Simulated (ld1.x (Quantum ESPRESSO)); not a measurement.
**Varying the PAW potential for praseodymium (Pr)**

Base potential:

```
Element                 : praseodymium (Pr)
Generator               : ld1.x (Quantum ESPRESSO) 7.5
Type                    : PAW
Functional              : PBE
Relativity              : fully relativistic
Frozen core             : [Kr] 4d10
Valence charge          : 13
Reference configuration : 4f3 5s2 5p6 5d0.5 6s1.5 6p0
Partial waves           : 5s (bound): rcut 1.95, rcutus 2.35 bohr; 6s (bound): rcut 1.95, rcutus 2.35 bohr; 5p (bound): rcut 2.85, rcutus 3.00 bohr; 6p (bound, empty): rcut 2.85, rcutus 3.00 bohr; 5d (bound): rcut 2.10, rcutus 2.65 bohr; 5d channel at 1.85 Ry: rcut 2.10, rcutus 2.65 bohr; 4f (bound): rcut 1.70, rcutus 1.95 bohr; 4f channel at 0.65 Ry: rcut 1.70, rcutus 1.95 bohr
Local potential         : all-electron potential smoothed inside 1.85 bohr (lloc = -2)
Core correction         : a·sin(br)/r model core, default radius (core density twice the valence density)
Augmentation charge     : PSQ, inside the norm-conserving radii
```

Open shells are filled in proportion to 2j + 1 (rel_dist='average').

Cutoffs, loose and tight: the cutoffs (Ry, on a coarse ladder) from which the occupation-weighted sum of valence levels, in a spherical-Bessel basis at the reference potential, stays within 10 and 1 mRy of its value at 400 Ry. They do not see the model core or the augmentation charge, which bear on the density cutoff. Test errors are all-electron minus pseudo excitation energies from the reference, over the configurations 4f3 5s2 5p6 5d0 6s2 6p0; 4f3 5s2 5p6 5d0 6s1 6p0; 4f3 5s2 5p6 5d0 6s0 6p0; 4f3 5s2 5p6 5d0 6s1 6p1; 4f3 5s2 5p6 5d0 6s0 6p1; 4f1 5s2 5p6 5d0 6s0 6p0; 4f4 5s2 5p6 5d0 6s0 6p0. A dash means not determined; rows that change the core or the reference have their own tests. The largest error is taken over the tests solved by every variant that gives reliable tests at all: 4f3 5s2 5p6 5d0 6s0 6p0; 4f3 5s2 5p6 5d0 6s0 6p1; 4f3 5s2 5p6 5d0 6s1 6p0; 4f3 5s2 5p6 5d0 6s1 6p1; 4f3 5s2 5p6 5d0 6s2 6p0.

Cutoffs are not given where the Bessel-basis levels miss the radial ones by over 6 mRy, ghosts where they miss by over 20 mRy; a channel whose overlap is not positive is not tested.

The default core radius of the base comes out at 1.04 bohr.

| change | outcome | bound ghosts | largest test error (meV) |
| --- | --- | --- | --- |
| base | generated | not determined | -5.1 |
| all radii but the core radius scaled by about 0.73 (s 1.70, p 2.18, d 1.92, f 1.42 bohr, rcut 1.42/2.06/1.52/1.24); local potential all-electron potential smoothed inside 1.34 bohr (lloc = -2) | generated | not determined | -1.3 |
| core correction a·sin(br)/r model core inside 1.60 bohr | generated | not determined | -4.8 |
| local potential all-electron potential smoothed inside 3.40 bohr (lloc = -2) | generated | not determined | -1.4 |
| local potential all-electron potential smoothed inside 1.60 bohr (lloc = -2) | generated | not determined | -2.0 |

What comes out with this change to the base: waves 5p (bound): rcut 2.16, rcutus 2.30 bohr; 6p (bound): rcut 2.16, rcutus 2.30 bohr?

outcome: generated; bound ghosts: not determined; largest test error (meV): -16.

What comes out with this change to the base: reference 4f3 5s2 5p6 5d0 6s2 6p0?

outcome: generated; bound ghosts: not determined; largest test error (meV): -8.8 over the solved tests; test run stopped at test 3 of 7 (negative rho).
